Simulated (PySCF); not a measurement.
The same groups moved round the core (propene cyano+boryl). Gas-phase values, no solvent. One relaxed conformer stands for each flexible species; it need not be the lowest. Strings in code marks are SMILES. Quantity: electronic energy of isomers of C4H6BN relative to `B/C(C#N)=C/C` (H–B–C–C torsion 180°). Level 1: PBE-D3(BJ)/def2-TZVP // CAM-B3LYP-D3(BJ)/def2-TZVP (PySCF). Level 2: TPSSh-D3(BJ)/def2-TZVP // CAM-B3LYP-D3(BJ)/def2-TZVP (PySCF).

| case | level 1 (kcal/mol) | level 2 (kcal/mol) |
|---|---|---|
| `B/C(C#N)=C\C` (H–B–C–C torsion 179°) | 2.8 | withheld |
| `B/C=C(/C)C#N` (H–B–C–C torsion 0°) | 3.9 | 4.0 |
| `B/C(C)=C\C#N` (H–B–C–C torsion 0°) | 5.9 | 6.1 |
| `B/C=C/CC#N` (H–B–C–C torsion -1°, C–C–C–C torsion -130°) | 8.1 | 7.9 |
| `BC/C=C/C#N` (H–B–C–C torsion -163°, B–C–C–C torsion 125°) | 8.2 | 8.7 |
| `B/C=C\CC#N` (H–B–C–C torsion 177°, C–C–C–C torsion 129°) | 9.4 | 9.1 |
| `BC(=C)CC#N` (H–B–C–C torsion -176°, C–C–C–C torsion -119°) | 9.6 | 9.2 |
| `BCC(=C)C#N` (H–B–C–C torsion -13°, B–C–C–C torsion -119°) | 9.8 | 10.2 |

Task: Fit level 2 = a + b·x to the 7 complete rows by least squares, with x = level 1 in kcal/mol. Give a, b and the rms residual, and predict the withheld value.

Result: Means of the 7 rows: x̄ = 7.8429, ȳ = 7.8857 kcal/mol. Σ(x − x̄)² = 28.857 and Σ(x − x̄)(y − ȳ) = 27.814, so b = 0.964 and a = ȳ − b·x̄ = 0.33 kcal/mol. The rms residual is 0.32 kcal/mol. At x = 2.8 the line gives 3.0 kcal/mol, outside the range of the fitted rows. The run for `B/C(C#N)=C\C` (H–B–C–C torsion 179°) gave 2.7 kcal/mol, so the line is off by 0.3 kcal/mol, within twice the rms residual.

Codes: PySCF.
